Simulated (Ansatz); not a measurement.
Cl₂Ge, charge +1, doublet, at a GFN2-xTB geometry (a state made from the parent by changing its charge; the spin is typed, not shown lowest). Base run: CAM-B3LYP/6-311G** (Ansatz, an electronic-structure program).

Geometry (Å):
```xyz
3

Ge    -0.0002    -0.0071     0.5370
Cl     1.1420     1.4391    -0.4859
Cl    -1.1416    -1.4257    -0.5249
```
Charge +1, spin multiplicity 2.
Orbitals are unrestricted.
All else is at Ansatz's defaults.
Base energy -2997.24295 Eh.

The base run was repeated with changes; each row names its change, and settings that it needs were set with it.

| change | ΔE vs base (mEh) |
|---|---|
| base | 0.000 |
| final_grid = 6, 12, 29 | -0.002 |
| fitting.mean_field = cc-pVTZ-JKFIT | -0.016 |
| lower_state_search = off | 0.000 |
| accuracy = high | -0.003 |
| nuclear_model = gaussian | 9.568 |
| point_charge = charge:1.0 position_ang:0.9794, 4.1797, -2.4498 | 100.6 |
| point_charge = charge:0.5 position_ang:-0.8688, 0.6277, -4.9032 | 47.563 |
| lower_state_search = light | 0.000 |
| forces = on | 0.000 |
| final_grid = 10, 20, 41 | 0.000 |
